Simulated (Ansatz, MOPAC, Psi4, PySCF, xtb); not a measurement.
Noncovalent pair: H2 (SMILES [H][H]) (first 2 atoms) with CH3NO (SMILES NC=O); geometry from B3LYP-D3(BJ)/def2-TZVP, rigid monomers moved along the line of their centres of mass till H1···O5 is 4.63 Å.
(charge 0, multiplicity 1):
| atom | x (Å) | y (Å) | z (Å) |
|---|---|---|---|
| H | -0.3146 | -0.2150 | 0.4739 |
| H | 0.0056 | -0.0064 | -0.1675 |
| N | 1.0843 | 0.8027 | 5.3853 |
| C | 0.0097 | 0.0898 | 5.8016 |
| O | -0.7817 | -0.4629 | 5.0713 |
| H | 1.2644 | 0.8990 | 4.3990 |
| H | 1.7053 | 1.2396 | 6.0429 |
| H | -0.0765 | 0.0609 | 6.9031 |

```
level                                                     interaction energy (kJ/mol)  minus MP2/CBS(aug-cc-pVDZ, aug-cc-pVTZ) + ΔCCSD(T)/aug-cc-pVDZ  cost
--------------------------------------------------------  ---------------------------  --------------------------------------------------------------  ----
GFN-FF                                                                           -1.8                                                            -1.2     -
PM7                                                                              -0.3                                                             0.3     -
r2SCAN/def2-TZVPPD                                                               -0.4                                                             0.2    ×2
r2SCAN-D3(BJ)/def2-TZVPPD                                                        -0.6                                                             0.1    ×2
B3LYP/6-311+G** (no counterpoise)                                                -0.3                                                             0.3     -
PBE0/def2-TZVPPD                                                                 -0.5                                                             0.1    ×1
PBE0-D4/def2-TZVPPD                                                              -0.8                                                            -0.2    ×1
MP2/6-31G*                                                                       -0.4                                                             0.3     -
MP2/6-31G* (no counterpoise)                                                     -0.4                                                             0.3     -
MP2/aug-cc-pVDZ                                                                  -0.6                                                             0.1     -
SCS-MP2/aug-cc-pVDZ                                                              -0.5                                                             0.1     -
CCSD(T)/aug-cc-pVDZ                                                              -0.6                                                             0.1    ×6
MP2/CBS(aug-cc-pVDZ, aug-cc-pVTZ) + ΔCCSD(T)/aug-cc-pVDZ                         -0.6                                                             0.0    ×9
SAPT0/jun-cc-pV(D+d)Z                                                            -0.6                                                             0.1     -
```

 The comparison column counts from a level with limits of its own.

The rows run from -1.8 (GFN-FF) to -0.3 kJ/mol (PM7). The dispersion term adds -0.1 in r2SCAN-D3(BJ), -0.3 in PBE0-D4.

Monomers are frozen at their geometry in the pair; levels with a basis set take the counterpoise correction. Rows marked so take none.

Frozen-core correlation. CBS(a, b) extrapolates the correlation energy as X⁻³ and adds the Hartree–Fock energy of set b. Rows in 6-311+G**, 6-31G* carry no dispersion term and start afresh at each structure (6-31G* with six Cartesian d functions). MP2/6-31G* freezes PySCF's default core. The state that PM7 reach isn't checked; PM7 holds dispersion and hydrogen-bond terms.

Programs: Ansatz (Gaussian basis) for Hartree–Fock, density functionals and correlated methods; MOPAC for PM7 (differences of heats of formation); Psi4 for SAPT; PySCF for 6-311+G** rows, 6-31G* rows, the dispersion terms; xtb for the GFN methods. 

Costs are rough ratios of core time to PBE/def2-TZVPPD (about 3 s over the structures, on one shared machine); a dash marks a level with no comparable run of its own.

Ansatz is a first-principles code.
